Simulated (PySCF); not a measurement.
Mo(NH)(F)3(Cl) (ClF3HMoN), SMILES [NH]=[Mo]([F])([F])([F])[Cl], multiplicity 1.

The structure is a stationary point at B3LYP-D3(BJ)/def2-SVP. The spin state was assumed, not searched. The structure was generated by enumeration; whether it is a known compound was not checked. The def2 effective core potentials stand for the cores of Mo; spin–orbit coupling is left out.

Level of theory: TDDFT-PBE/def2-SVPD in PySCF.

Vertical excitations. The molecule is in vacuum. State labels are in the subgroup Cs.

**Question.** Give excitation energies, oscillator strengths and character. (The exact figures need the calculation; the answer reports its results.)

**Answer.** 
```
state  symmetry  energy (eV)  λ (nm)      f                            main pairs
-----  --------  -----------  ------  -----  ------------------------------------
S1           A"         2.83     438  0.000                       HOMO→LUMO 100 %
S2           A'         3.37     368  0.023                      HOMO−1→LUMO 83 %
S3           A'         3.57     348  0.004                      HOMO−2→LUMO 88 %
S4           A"         3.99     311  0.004                      HOMO−3→LUMO 98 %
S5           A"         4.36     284  0.003  HOMO−4→LUMO 81 %, HOMO−1→LUMO+1 15 %
S6           A"         4.44     280  0.001  HOMO−1→LUMO+1 85 %, HOMO−4→LUMO 14 %
S7           A"         4.58     271  0.000                      HOMO→LUMO+2 98 %
S8           A'         4.65     267  0.000                    HOMO−1→LUMO+2 96 %
S9           A'         4.74     262  0.034                      HOMO→LUMO+1 79 %
S10          A'         4.97     249  0.011                      HOMO−5→LUMO 85 %
T1           A'         2.64     469      0                     HOMO−1→LUMO 100 %
T2           A"         2.72     457      0                       HOMO→LUMO 100 %
T3           A'         3.35     370      0                     HOMO−2→LUMO 100 %
T4           A"         3.75     330      0                      HOMO−3→LUMO 99 %
```
Triplets are in the Tamm–Dancoff approximation, which puts them higher than full response would, so one can lie above its singlet here.
